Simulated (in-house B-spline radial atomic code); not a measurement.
Whole-atom quantities along the 35-electron series, configuration 1s2 2s2 2p6 3s2 3p6 3d10 4s2 4p1/2(2) 4p3/2(3). Breit and QED terms are first order and not part of the total energy; the density at the nucleus is averaged over the nuclear charge. Computed with an all-electron radial atomic-structure program (B-spline basis): Dirac-Hartree-Fock, jj configuration that fills j = l - 1/2 first, finite nuclei.

| ion | Z | E/Z² (Eh) | Σ<r²> (bohr²) | n(0)/Z³ (bohr⁻³) | Lamb diamagnetic shielding (ppm) | repulsion over attraction | Breit energy (eV) | self-energy (eV) | vacuum polarisation (eV) |
| --- | --- | --- | --- | --- | --- | --- | --- | --- | --- |
| Ru9+ | 44 | -2.328 | 11.257 | 1.2514 | 4314.54 | 0.13985 | 76.865 | 57.975 | -6.7435 |
| Rh10+ | 45 | -2.3475 | 10.303 | 1.2845 | 4441.49 | 0.13746 | 82.995 | 62.733 | -7.4128 |
| Pd11+ | 46 | -2.3665 | 9.4733 | 1.3181 | 4569.07 | 0.13512 | 89.457 | 67.771 | -8.134 |
| Ag12+ | 47 | ? | ? | ? | ? | ? | ? | ? | ? |
| Cd13+ | 48 | -2.4031 | 8.1015 | 1.3895 | 4826.22 | 0.13057 | 103.42 | 78.733 | -9.7449 |
| In14+ | 49 | -2.4208 | 7.5294 | 1.429 | 4955.86 | 0.12837 | 110.93 | 84.681 | -10.642 |
| Sn15+ | 50 | -2.4381 | 7.0179 | 1.4688 | 5086.26 | 0.12622 | 118.82 | 90.956 | -11.604 |
| Sb16+ | 51 | -2.455 | 6.5583 | 1.5107 | 5217.43 | 0.12412 | 127.09 | 97.571 | -12.636 |
| Te17+ | 52 | -2.4715 | 6.1436 | 1.5526 | 5349.42 | 0.12207 | 135.76 | 104.54 | -13.741 |
| I18+ | 53 | ? | ? | ? | ? | ? | ? | ? | ? |
| Xe19+ | 54 | ? | ? | ? | ? | ? | ? | ? | ? |
| Cs20+ | 55 | -2.5193 | 5.114 | 1.6969 | 5750.62 | 0.11621 | 164.22 | 127.71 | -17.543 |
| Ba21+ | 56 | -2.5346 | 4.8284 | 1.7485 | 5886.2 | 0.11435 | 174.56 | 136.23 | -18.988 |
| La22+ | 57 | -2.5497 | 4.5663 | 1.8036 | 6022.77 | 0.11253 | 185.35 | 145.18 | -20.532 |
| Ce23+ | 58 | -2.5646 | 4.3249 | 1.8609 | 6160.36 | 0.11075 | 196.6 | 154.58 | -22.179 |
| Pr24+ | 59 | -2.5792 | 4.1022 | 1.9215 | 6299.02 | 0.10902 | 208.32 | 164.44 | -23.936 |
| Nd25+ | 60 | -2.5936 | 3.8961 | 1.9845 | 6438.77 | 0.10733 | 220.52 | 174.78 | -25.808 |
| Pm26+ | 61 | -2.6078 | 3.7051 | 2.0477 | 6579.65 | 0.10567 | 233.22 | 185.62 | -27.802 |
| Sm27+ | 62 | -2.6218 | 3.5276 | 2.1066 | 6721.68 | 0.10406 | 246.43 | 196.97 | -29.922 |
| Eu28+ | 63 | -2.6357 | 3.3624 | 2.1772 | 6864.96 | 0.10248 | 260.15 | 208.86 | -32.183 |
| Gd29+ | 64 | -2.6494 | 3.2083 | 2.2493 | 7009.51 | 0.10093 | 274.41 | 221.31 | -34.588 |
| Tb30+ | 65 | -2.6629 | 3.0644 | 2.3418 | 7155.44 | 0.099421 | 289.21 | 234.34 | -37.159 |

(1) Fill in the row of Ag12+.

(2) Fill in the row of I18+.

(3) Fill in the row of Xe19+.

(4) With what power of Z does the column «vacuum polarisation (eV)» change over this range?

Results:

(1) E/Z² (Eh): -2.385; Σ<r²> (bohr²): 8.7451; n(0)/Z³ (bohr⁻³): 1.3541; Lamb diamagnetic shielding (ppm): 4697.3; repulsion over attraction: 0.13282; Breit energy (eV): 96.261; self-energy (eV): 73.101; vacuum polarisation (eV): -8.9104.

(2) E/Z² (Eh): -2.4878; Σ<r²> (bohr²): 5.7677; n(0)/Z³ (bohr⁻³): 1.5993; Lamb diamagnetic shielding (ppm): 5482.26; repulsion over attraction: 0.12007; Breit energy (eV): 144.83; self-energy (eV): 111.87; vacuum polarisation (eV): -14.924.

(3) E/Z² (Eh): -2.5037; Σ<r²> (bohr²): 5.4259; n(0)/Z³ (bohr⁻³): 1.6465; Lamb diamagnetic shielding (ppm): 5615.98; repulsion over attraction: 0.11812; Breit energy (eV): 154.31; self-energy (eV): 119.59; vacuum polarisation (eV): -16.19.

(4) A fit of the logarithm of its size against log Z from Z = 44 to 65 has slope 4.37.
